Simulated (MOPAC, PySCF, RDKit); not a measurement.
Dimer: H2O (SMILES O) (first 3 atoms) with PH3 (SMILES P); geometry from B3LYP-D3(BJ)/def2-TZVP, rigid monomers moved along the line of their centres of mass till H2···P4 is 2.97 Å.
(charge 0, multiplicity 1):
```xyz
7

O      0.26316    -0.07788    -0.54252
H      0.12421     0.00006     0.41182
H      1.14487     0.27479    -0.69841
P     -0.54796     0.16219     3.30039
H      0.08776    -0.55488     4.34283
H     -0.67544     1.35749     4.04874
H     -1.84546    -0.30692     3.61674
```

Interaction energies are E(AB) − E(A) − E(B) at the monomers' geometry in the complex; basis-set methods are counterpoise corrected. Rows marked so take none.

Rows in 3-21G, 6-31G* carry no dispersion term and start afresh at each structure (6-31G* with six Cartesian d functions). The state that PM3 reach isn't checked.

Programs: MOPAC for PM3 (differences of heats of formation); PySCF for 3-21G rows, 6-31G* rows; RDKit for the force fields. 

One of these levels gives 0.0 kJ/mol for the interaction energy. Name it.
A. B3LYP/3-21G (no counterpoise)
B. B3LYP/6-31G* (no counterpoise)
C. MMFF94
D. PM3

D, PM3. The others give -4.7 (MMFF94), -13.7 (B3LYP/3-21G (no counterpoise)), -9.9 (B3LYP/6-31G* (no counterpoise))
